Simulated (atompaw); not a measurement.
## Before and after: PAW (atompaw) potential for lanthanum (La)

```
Element                 : La
Generator               : atompaw 4.2.0.5
Type                    : PAW
Functional              : PBEsol
Relativity              : scalar-relativistic
Frozen core             : [Kr] 4d10
Valence charge          : 11
Reference configuration : 4f0 5s2 5p6 5d1 6s0 6p0 (charge +2)
Partial waves           : 5s (bound): rc 2.00 bohr; 6s (bound, empty): rc 2.85 bohr; 5p (bound): rc 2.80 bohr; 6p (bound, empty): rc 2.40 bohr; 5d (bound): rc 2.85 bohr; 5d channel at -0.75 Ry: rc 2.85 bohr; 4f (bound, empty): rc 1.35 bohr; 4f channel at 0.55 Ry: rc 1.35 bohr
Local potential         : bessel scheme, radius 2.30 bohr
Core correction         : smooth core density matched at 2.15 bohr
Augmentation charge     : sinc compensation charge, radius 2.45 bohr; PAW radius 2.85 bohr; waves and projectors: custom polynom vanderbiltortho
```

All-electron outer shells of the reference configuration (PBEsol, scalar-relativistic, ld1.x):

| shell | level (eV) | outermost node (bohr) | outermost maximum (bohr) |
| --- | --- | --- | --- |
| 4p | -212.49 | 0.34 | 0.63 |
| 4d | -116.49 | 0.32 | 0.68 |
| 5s | -51.55 | 0.77 | 1.41 |
| 5p | -34.92 | 0.83 | 1.58 |
| 4f | -17.01 | – | 0.75 |
| 5d | -14.66 | 0.95 | 2.13 |
| 6s | -13.39 | 1.83 | 3.43 |
| 6p | -9.78 | 2.13 | 4.13 |

Change: local potential bessel scheme, radius 1.72 bohr.

Cutoffs: the cutoffs (Ry, on a coarse ladder) from which the occupation-weighted sum of valence levels, in a spherical-Bessel basis at the reference potential, stays within 10 and 1 mRy of its value at 400 Ry; they do not see the model core or the augmentation charge, which bear on the density cutoff.

**Question.** What does the change do?

**Answer.** The potential gets neither clearly harder nor softer (12 Ry and 18 Ry → 12 Ry and 18 Ry); the range in which the s phases agree narrows (upper end at the end of the scan → 1.6); the range in which the p phases agree widens (upper end 0.4 → 3.5); neither file shows a bound ghost.

```csv
quantity,base,changed
"cutoff, loose",12 Ry,12 Ry
"cutoff, tight",18 Ry,18 Ry
bound ghosts,none,none
s: phases at 2.86 bohr within 0.05 rad from the reference energy up to (Ry; the scan ends near 5),to the end of the scan,1.6
p: phases at 2.86 bohr within 0.05 rad from the reference energy up to (Ry; the scan ends near 5),0.4,3.5
d: phases at 2.86 bohr within 0.05 rad from the reference energy up to (Ry; the scan ends near 5),2.7,2.6
f: phases at 2.86 bohr within 0.05 rad from the reference energy up to (Ry; the scan ends near 5),4.4,4.9
lowest overlap eigenvalue by channel,"s 0.54, p 0.52, d 0.96, f 1.00","s 0.65, p 0.73, d 0.95, f 0.99"
```

Base: The cutoffs count occupied waves only; the empty 4f level needs 60 Ry at the loose tolerance. Changed file: The cutoffs count occupied waves only; the empty 4f level needs 60 Ry at the loose tolerance. The cutoffs see the waves, projectors and local potential, not the compensation charge or the core.
